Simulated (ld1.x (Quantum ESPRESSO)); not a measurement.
**Logarithmic derivatives: Ar, RRKJ**

- Element: Ar
- Generator: ld1.x (Quantum ESPRESSO) 7.5
- Type: norm-conserving RRKJ (Kleinman–Bylander form)
- Functional: PW91
- Relativity: scalar-relativistic
- Frozen core: [Ne]
- Valence charge: 8
- Reference configuration: 3s2 3p4 (charge +2)
- Partial waves: 3p (bound): rc 1.76 bohr; 3d channel at -0.15 Ry: rc 1.62 bohr; 3s (bound): rc 1.54 bohr
- Local potential: the s channel
- Core correction: Bessel-smoothed model core inside 1.10 bohr

The phase is arctan(r·u′/u) with u = r·R(r), unwrapped; energies in Ry, scanned from -6 to 5 Ry. A pole is an energy at which the radial function vanishes at the test radius. The pseudo phase is shifted by a multiple of π to meet the all-electron one at the reference energy, and phase errors are pseudo minus all-electron; the curves can meet again beyond the range given. Levels narrower than the energy grid can be missing from the lists of poles.

```tsv
channel	radius (bohr)	reference energy (Ry)	poles, all-electron	poles, pseudo	unbroken range about the reference energy with phases within 0.05 rad	phase error 1 Ry above the reference energy (rad)
s	1.90	-3.72	-2.52	-2.54	below 0.6	-0.002
p	1.90	-2.61	-1.12	-1.14	below 2.2	-0.002
d	1.90	-0.15	0.72	0.72	below 3.9	+0.001
```

Phases in the s channel:

| E (Ry) | all-electron | pseudo |
| --- | --- | --- |
| -6.00 | 1.170 | 1.168 |
| -5.74 | 1.129 | 1.126 |
| -5.48 | 1.073 | 1.069 |
| -5.22 | 0.991 | 0.987 |
| -4.96 | 0.862 | 0.857 |
| -4.70 | 0.639 | 0.633 |
| -4.44 | 0.228 | 0.221 |
| -4.18 | -0.389 | -0.393 |
| -3.92 | -0.897 | -0.898 |
| -3.66 | -1.181 | -1.181 |
| -3.40 | -1.340 | -1.340 |
| -3.14 | -1.439 | -1.440 |
| -2.88 | -1.506 | -1.508 |
| -2.62 | -1.556 | -1.558 |
| -2.36 | -1.594 | -1.598 |
| -2.10 | -1.626 | -1.631 |
| -1.84 | -1.654 | -1.659 |
| -1.58 | -1.678 | -1.685 |
| -1.32 | -1.701 | -1.710 |
| -1.06 | -1.722 | -1.733 |
| -0.80 | -1.744 | -1.757 |
| -0.54 | -1.765 | -1.782 |
| -0.28 | -1.787 | -1.808 |
| -0.02 | -1.810 | -1.836 |
| 0.24 | -1.835 | -1.868 |
| 0.50 | -1.863 | -1.906 |
| 0.76 | -1.894 | -1.950 |
| 1.02 | -1.930 | -2.005 |
| 1.28 | -1.972 | -2.074 |
| 1.54 | -2.023 | -2.166 |
| 1.80 | -2.086 | -2.294 |
| 2.06 | -2.165 | -2.475 |
| 2.32 | -2.270 | -2.735 |
| 2.58 | -2.409 | -3.081 |
| 2.84 | -2.597 | -3.457 |
| 3.10 | -2.845 | -3.776 |
| 3.36 | -3.144 | -4.007 |
| 3.62 | -3.451 | -4.166 |
| 3.88 | -3.717 | -4.279 |
| 4.14 | -3.923 | -4.361 |
| 4.40 | -4.075 | -4.423 |
| 4.66 | -4.188 | -4.472 |
| 4.92 | -4.274 | -4.512 |
